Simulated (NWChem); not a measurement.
C$_{2}$H$_{5}$FOSi; SMILES O=C[SiH2]CF

```xyz
10

O     -0.5031    -2.4659    -0.2422
C     -0.5974    -1.3471     0.1962
Si     0.8561    -0.0726     0.1690
C      0.1697     1.5604    -0.5304
F     -0.9176     1.9309     0.2397
H     -1.5695    -0.9970     0.6469
H      1.2991     0.1585     1.5769
H      1.9786    -0.5864    -0.6664
H     -0.1546     1.4453    -1.5801
H      0.9231     2.3676    -0.5079
```
Atoms are numbered in this order, from 1.

All runs: NWChem. Pople sets run with spherical d functions. Structure relaxed at the PBE0/def2-SVP level. GIAO values for the isolated, static molecule; σ is the absolute isotropic shielding, δ = σ(reference) − σ with the isolated reference molecule computed at the same levels (13C: tetramethylsilane, 19F: trichlorofluoromethane, 1H: tetramethylsilane, 17O: water).

For level PBE0/pcSseg-1:

```yaml
"δ O1 (ppm)": 961.5
"δ C4 (ppm)": 75.0
"δ F5 (ppm)": -292.4
"δ H9 (ppm)": 4.94
"δ H10 (ppm)": 4.95
```

Problem. Estimate the same quantities for level B3LYP/6-31G*.

Solution. 
- δ O1 (ppm) = 832.0
- δ C4 (ppm) = 70.0
- δ F5 (ppm) = -271.1
- δ H9 (ppm) = 4.66
- δ H10 (ppm) = 4.70
